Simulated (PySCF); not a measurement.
trichloroethylene (C$_{2}$HCl$_{3}$), singlet, at a GFN2-xTB geometry. Base run: B3LYP/6-31G in PySCF.

The PySCF input:
```python
from pyscf import gto, scf, dft

mol = gto.M(
    atom='''
Cl    2.164304    0.650631   -0.024884
C     0.968681   -0.568927   -0.034553
C    -0.332364   -0.292371   -0.001418
Cl   -0.967282    1.297247    0.054353
Cl   -1.500229   -1.550861   -0.012694
H     1.336608   -1.581513   -0.069361
''',
    basis='6-31g',
    charge=0,
    spin=0,
    verbose=4,
)

mf = dft.RKS(mol)
mf.xc = 'b3lyp'
mf.kernel()
```

Variants of this job, named by their change:

| change | ΔE vs base (mEh) | fitting functions | dipole (D) |
|---|---|---|---|
| base | 0.000 | - | 1.15 |
| auxbasis = autoaux | -1.417 | 498 | 1.17 |
| exchange = seminumerical (SGX) (with mf = sgx.sgx_fit(mf, auxbasis='def2-universal-jfit'); with mf.with_df.dfj = True) | -0.112 | 262 | 1.15 |
| auxbasis = even-tempered beta=3.0 | -8.845 | 348 | 1.17 |
| auxbasis = cc-pvtz-jkfit | -0.011 | 551 | 1.15 |
| auxbasis = default (with mf = mf.density_fit()) | 0.012 | 499 | 1.15 |
| auxbasis = def2-tzvp-ri | -73.383 | 506 | 1.16 |
| auxbasis = cc-pvqz-jkfit | -0.013 | 707 | 1.15 |
| auxbasis = even-tempered beta=2.0 | -1.649 | 526 | 1.17 |
| only_dfj = on; auxbasis = def2-universal-jfit | -0.107 | 262 | 1.15 |

A fitting set is made for a task (jfit for Coulomb, jkfit for Coulomb and exchange, ri for correlation) and for a family of orbital bases.
